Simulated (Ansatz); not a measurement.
Species: C₃H₄S₃, SMILES `SC=C1SCS1` (H–S–C–C torsion 99°) (charge 0, multiplicity 1), formula C₃H₄S₃.

Task: How many basis functions does Ansatz (an electronic-structure program) with frozen-core CCSD(T)/cc-pVTZ // PBE-D3(BJ)/def2-TZVP use, how many core orbitals are frozen, and how many electrons are correlated?

Result: 248 basis functions and 18 frozen orbitals, which leaves 34 correlated electrons. Core time is of the order of minutes.
